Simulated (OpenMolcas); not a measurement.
**Cr4+, Mo4+, W4+: d² down the group**

| Item | Value |
| --- | --- |
| Program | OpenMolcas 26.06 |
| Method | RASSCF |
| Basis | ANO-RCC-VQZP |
| Scalar Hamiltonian | DKH2, point nucleus |
| Spin-orbit coupling | state interaction with AMFI integrals over the reference wave functions, term energies averaged over their components |

Active space for each ion: 8 electrons in 8 orbitals (RAS1 p, at most 2 holes; RAS2 d).

Computed levels in cm-1 above ³F₂:

| Level | Cr4+ | Mo4+ | W4+ |
| --- | --- | --- | --- |
| ³F₃ | 523 | 1564 | 6523 |
| ³F₄ | 1192 | 3376 | 12294 |
| ¹D₂ | 15054 | 12074 | 15919 |
| ³P₀ | 18257 | 13304 | 14466 |
| ³P₁ | 18441 | 13945 | 18168 |
| ³P₂ | 18836 | 15499 | 25284 |
| ¹G₄ | 26061 | 20048 | 25741 |
| ¹S₀ | 54247 | 41339 | 47753 |
| weight of ³F in the lowest level (%) | 100 | 99 | 91 |

Mixed levels, with the weight of the term that names them: W4+ ¹D₂ (53 %), W4+ ³P₂ (60 %).

Measured, with the error of the calculation in %. Measured levels: Cr4+ from Sugar and Corliss, J. Phys. Chem. Ref. Data 6, 317 (1977); Mo4+ from Sugar and Musgrove, J. Phys. Chem. Ref. Data 17, 155 (1988); W4+ from the list in J. Phys. B 45, 065001 (2012).

```tsv
Level	Cr4+	Mo4+	W4+
³F₃	508 (+2.9)	1578 (-0.9)	
³F₄	1142 (+4.4)	3357 (+0.6)	11519 (+6.7)
¹D₂	13188 (+14.2)	10190 (+18.5)	
³P₀	15492 (+17.8)	11161 (+19.2)	12839 (+12.7)
³P₁	15677 (+17.6)	11807 (+18.1)	16331 (+11.3)
³P₂	16041 (+17.4)	13408 (+15.6)	22615 (+11.8)
¹G₄	22019 (+18.4)	16354 (+22.6)	22346 (+15.2)
¹S₀	51146 (+6.1)	37738 (+9.5)	43110 (+10.8)
```

The fine-structure level ³F₄ changes by a factor of 10.3 from Cr4+ to W4+.

Without spin-orbit coupling ¹D lies 14408, 10510, 10019 cm-1 above ³F in that order; the difference to the level ¹D₂, of either sign, comes from spin-orbit coupling, which also lowers the zero.

Without dynamic correlation excited terms often stand tens of per cent too high (terms of higher spin than the ground term too low), and those without a measured partner can miss by more than the paired ones. Active for correlation alone: 3p; no level in the range computed is led by a configuration that opens it, so any true level of that kind is missing (holds for Cr4+). Active for correlation alone: 4p; no level in the range computed is led by a configuration that opens it, so any true level of that kind is missing (holds for Mo4+). Active for correlation alone: 5p; no level in the range computed is led by a configuration that opens it, so any true level of that kind is missing (holds for W4+). Measured partners are found by configuration, term and J. A level has none where our copy of the source lacks it or the pairing is in doubt (some pairs that miss far off the trend of their configuration count as doubtful), and it then counts in no deviation. Levels of configurations outside the active space are missing.
